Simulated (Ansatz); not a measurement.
`S[SiH2][SeH]` + H₂Se → `[SeH][SiH2][SeH]` + H₂S  (ligand exchange at the Si–S bond)

Computed with Ansatz on PBE0-D4/def2-TZVP structures; ΔE is electronic, products minus reactants. CCSD(T)/CBS adds triple-zeta CCSD(T) − MP2 to the extrapolated MP2 energy (def2 sets, frozen cores). This one scheme is used for every species. DFT in def2-TZVPP. For Se outer-core shells are correlated without core-valence functions, which leaves a few kJ/mol of doubt a bond. Scalar relativity is left out up to krypton. One conformer a species, not always the lowest.

**Question.** Is it downhill or uphill in electronic energy at CCSD(T)/CBS, and by how much? (Estimate.)

**Answer.** Computed: Downhill: ΔE = -2.1 kcal/mol.

**Question.** What do these levels give: r2SCAN-D4, r2SCAN0-D4, ωB97X-V, ωB97M-V, BLYP, PBE0, r2SCANh, BHLYP, CAM-B3LYP, MP2/def2-SVP, CCSD(T)/def2-SVP, MP2/CBS(def2)? (Estimate.)

**Answer.** Ansatz gave: r2SCAN-D4 -1.5, r2SCAN0-D4 -1.6, ωB97X-V -1.3, ωB97M-V -1.4, BLYP -1.3, PBE0 -1.6, r2SCANh -1.5, BHLYP -1.4, CAM-B3LYP -1.1, MP2/def2-SVP -2.1, CCSD(T)/def2-SVP -1.7, MP2/CBS(def2) -2.4 kcal/mol.

Largest T1 diagnostic among the species: 0.010.

Leaving LDA and LC-ωPBE aside and taking each functional with its dispersion term where it has one, the values, not all of them listed here, spread over 1.3 kcal/mol, from PBE-QIDH to B97M-V.
